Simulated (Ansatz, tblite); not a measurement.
Cost and result up the ladder for the cluster Be2F5⁻ (the lowest singlet isomer of a short search) (7 atoms). Charge -1, multiplicity 1. Geometry: PBE-D4/def2-SVPD.

```
atom    x (Å)    y (Å)    z (Å)
 Be1  -0.1162   1.4676   0.3480
 Be2   0.0693  -1.4773  -0.3216
  F3  -1.2681   2.3374   0.0831
  F4   1.2447   1.8314   0.7535
  F5  -0.4062  -0.0782   0.2278
  F6   0.6874  -1.4642  -1.6505
  F7  -0.2110  -2.6168   0.5597
```

Ansatz on 4 threads of Arm Neoverse V2 on a shared host; xTB runs through tblite on one thread. Times are rough, summed over both states, and most runs start from the orbitals of an earlier one. PBE0-D4/def2-TZVPD serves as the yardstick here, not as an exact answer. The other state is a doublet.

The xTB rows come from tblite. HOMO above LUMO, or a gap near zero within one spin, warns that the state may not be the lowest or that an electron is smeared out. The structure comes from a short search, and lower isomers may exist.

Run but left out: HF/def2-SVPD, MP2/def2-SVPD (neutral doublet: a determinant that CCSD turns far, T1 0.048).

Raw xTB energies of ions are shifted by several eV.

```tsv
level	functions	wall time	vertical IE (eV)	difference from PBE0-D4/def2-TZVPD (eV)	remarks
GFN1-xTB	28	0.007 s	10.93	2.97	–
GFN2-xTB	28	0.008 s	11.27	3.30	–
PBE-D4/def2-TZVPD	244	5.9 s	6.87	-1.09	gap within one spin near zero (doublet)
r2SCAN-D4/def2-TZVPD	244	12 s	7.20	-0.76	gap within one spin near zero (doublet)
PBE0-D4/def2-TZVPD	244	16 s	7.96	0.00	–
```
